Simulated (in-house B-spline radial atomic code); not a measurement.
Ionisation energies along the 34-electron series, configuration [Ar] 3d10 4s2 4p4, as differences of self-consistent energies. Dirac energy differences include first-order Breit, QED and recoil terms. NIST's values go from ground level to ground level; the uncertainty of those that are theory runs from under 0.1 % in few-electron ions to several per cent in heavy many-electron ones. Computed with a B-spline radial code for spherical atoms: Dirac-Hartree-Fock, average of the configuration, finite nuclei.

```json
{"ion": "Pm27+", "configuration after": "[Ar] 3d10 4s2 4p3", "ionisation energy (eV)": "1008.8", "IE/(q+1)² (eV)": "1.2867", "Breit and QED recoil part (eV)": "-0.80249", "tabulated value (eV)": "998", "tabulated kind": "tabulated theory", "computed minus tabulated (eV)": "10.8"}
{"ion": "Sm28+", "configuration after": "[Ar] 3d10 4s2 4p3", "ionisation energy (eV)": "1071.5", "IE/(q+1)² (eV)": "1.274", "Breit and QED recoil part (eV)": "-0.87111", "tabulated value (eV)": "1060", "tabulated kind": "tabulated theory", "computed minus tabulated (eV)": "11.5"}
{"ion": "Eu29+", "configuration after": "[Ar] 3d10 4s2 4p3", "ionisation energy (eV)": "1136.0", "IE/(q+1)² (eV)": "1.2623", "Breit and QED recoil part (eV)": "-0.9436", "tabulated value (eV)": "1124", "tabulated kind": "tabulated theory", "computed minus tabulated (eV)": "12.0"}
{"ion": "Gd30+", "configuration after": "[Ar] 3d10 4s2 4p3", "ionisation energy (eV)": "1202.5", "IE/(q+1)² (eV)": "1.2513", "Breit and QED recoil part (eV)": "-1.02", "tabulated value (eV)": "1189", "tabulated kind": "tabulated theory", "computed minus tabulated (eV)": "13.5"}
{"ion": "Tb31+", "configuration after": "[Ar] 3d10 4s2 4p3", "ionisation energy (eV)": "1270.7", "IE/(q+1)² (eV)": "1.241", "Breit and QED recoil part (eV)": "-1.1005", "tabulated value (eV)": "1256", "tabulated kind": "tabulated theory", "computed minus tabulated (eV)": "14.7"}
{"ion": "Dy32+", "configuration after": "[Ar] 3d10 4s2 4p3", "ionisation energy (eV)": "?", "IE/(q+1)² (eV)": "?", "Breit and QED recoil part (eV)": "?", "tabulated value (eV)": "?", "tabulated kind": "tabulated theory", "computed minus tabulated (eV)": "?"}
{"ion": "Ho33+", "configuration after": "[Ar] 3d10 4s2 4p3", "ionisation energy (eV)": "1413.0", "IE/(q+1)² (eV)": "1.2223", "Breit and QED recoil part (eV)": "-1.2741", "tabulated value (eV)": "1395", "tabulated kind": "tabulated theory", "computed minus tabulated (eV)": "18.0"}
{"ion": "Er34+", "configuration after": "[Ar] 3d10 4s2 4p3", "ionisation energy (eV)": "?", "IE/(q+1)² (eV)": "?", "Breit and QED recoil part (eV)": "?", "tabulated value (eV)": "?", "tabulated kind": "tabulated theory", "computed minus tabulated (eV)": "?"}
{"ion": "Tm35+", "configuration after": "[Ar] 3d10 4s2 4p3", "ionisation energy (eV)": "1562.8", "IE/(q+1)² (eV)": "1.2058", "Breit and QED recoil part (eV)": "-1.4656", "tabulated value (eV)": "1542", "tabulated kind": "tabulated theory", "computed minus tabulated (eV)": "20.8"}
{"ion": "Yb36+", "configuration after": "[Ar] 3d10 4s2 4p3", "ionisation energy (eV)": "1640.5", "IE/(q+1)² (eV)": "1.1983", "Breit and QED recoil part (eV)": "-1.5683", "tabulated value (eV)": "1618", "tabulated kind": "tabulated theory", "computed minus tabulated (eV)": "22.5"}
{"ion": "Lu37+", "configuration after": "[Ar] 3d10 4s2 4p3", "ionisation energy (eV)": "1720.2", "IE/(q+1)² (eV)": "1.1913", "Breit and QED recoil part (eV)": "-1.6759", "tabulated value (eV)": "1696", "tabulated kind": "tabulated theory", "computed minus tabulated (eV)": "24.2"}
{"ion": "Hf38+", "configuration after": "[Ar] 3d10 4s2 4p3", "ionisation energy (eV)": "1801.8", "IE/(q+1)² (eV)": "1.1846", "Breit and QED recoil part (eV)": "-1.7885", "tabulated value (eV)": "1776", "tabulated kind": "tabulated theory", "computed minus tabulated (eV)": "25.8"}
{"ion": "Ta39+", "configuration after": "[Ar] 3d10 4s2 4p3", "ionisation energy (eV)": "1885.3", "IE/(q+1)² (eV)": "1.1783", "Breit and QED recoil part (eV)": "-1.9064", "tabulated value (eV)": "1857", "tabulated kind": "tabulated theory", "computed minus tabulated (eV)": "28.3"}
{"ion": "W40+", "configuration after": "[Ar] 3d10 4s2 4p3", "ionisation energy (eV)": "?", "IE/(q+1)² (eV)": "?", "Breit and QED recoil part (eV)": "?", "tabulated value (eV)": "?", "tabulated kind": "semi-empirical", "computed minus tabulated (eV)": "?"}
{"ion": "Re41+", "configuration after": "[Ar] 3d10 4s2 4p3", "ionisation energy (eV)": "2058.2", "IE/(q+1)² (eV)": "1.1668", "Breit and QED recoil part (eV)": "-2.158", "tabulated value (eV)": "2025", "tabulated kind": "tabulated theory", "computed minus tabulated (eV)": "33.2"}
{"ion": "Os42+", "configuration after": "[Ar] 3d10 4s2 4p3", "ionisation energy (eV)": "2147.6", "IE/(q+1)² (eV)": "1.1615", "Breit and QED recoil part (eV)": "-2.2922", "tabulated value (eV)": "2112", "tabulated kind": "tabulated theory", "computed minus tabulated (eV)": "35.6"}
{"ion": "Ir43+", "configuration after": "[Ar] 3d10 4s2 4p3", "ionisation energy (eV)": "2238.9", "IE/(q+1)² (eV)": "1.1565", "Breit and QED recoil part (eV)": "-2.4323", "tabulated value (eV)": "2201", "tabulated kind": "tabulated theory", "computed minus tabulated (eV)": "37.9"}
{"ion": "Pt44+", "configuration after": "[Ar] 3d10 4s2 4p3", "ionisation energy (eV)": "2332.3", "IE/(q+1)² (eV)": "1.1518", "Breit and QED recoil part (eV)": "-2.5783", "tabulated value (eV)": "2291", "tabulated kind": "tabulated theory", "computed minus tabulated (eV)": "41.3"}
```

Fill in the row of Dy32+.

ionisation energy (eV): 1340.9; IE/(q+1)² (eV): 1.2313; Breit and QED recoil part (eV): -1.1851; tabulated value (eV): 1325; computed minus tabulated (eV): 15.9.

Fill in the row of Er34+.

ionisation energy (eV): 1486.9; IE/(q+1)² (eV): 1.2138; Breit and QED recoil part (eV): -1.3676; tabulated value (eV): 1468; computed minus tabulated (eV): 18.9.

Fill in the row of W40+.

ionisation energy (eV): 1970.8; IE/(q+1)² (eV): 1.1724; Breit and QED recoil part (eV): -2.0295; tabulated value (eV): 1940.6; computed minus tabulated (eV): 30.2.

Where a p, d or f electron is removed, the computed value is a mean over both j, so it misses the tabulated one by a part of the spin-orbit splitting; averaging over terms and missing correlation add to the gap, relatively most at low charge.
